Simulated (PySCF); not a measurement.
**Ionisation energy of Ni¹⁶⁺ by level of theory**

Ni¹⁶⁺ [Ne] 3s2 (1S) → Ni¹⁷⁺ [Ne] 3s1 (2S), as a difference of total energies. Calculation: PySCF 2.14, in an uncontracted even-tempered set (16 s from 1.4 bohr⁻², ratio 2.5; 11 p from 1.8 bohr⁻², ratio 2.5; 5 d from 7.1 bohr⁻², ratio 2.7; 4 f from 11 bohr⁻², ratio 2.7); the non-relativistic Hamiltonian (point nucleus). Correlated levels: outer shells: 1s2 frozen; virtual orbitals above 40 to 60 times the deepest correlated orbital energy dropped. The calculations carry no spin-orbit coupling.

```csv
method,ionisation energy (eV)
UHF,561.69
LDA,564.61
PBE,564.97
PBE0,564.43
r2SCAN,562.42
PBEsol,564.16
M06-L,563.19
MP2 (outer shells),564.13
SCS-MP2 (outer shells),564.40
```

How much does correlation contribute at MP2 (outer shells)?

564.13 − (561.69) = 2.44 eV, measured against UHF.

These non-relativistic numbers lack the scalar-relativistic shift.

For comparison: 571.07 ± 0.12 eV (semi-empirical (NIST evaluation); NIST Atomic Spectra Database, ionization energies).
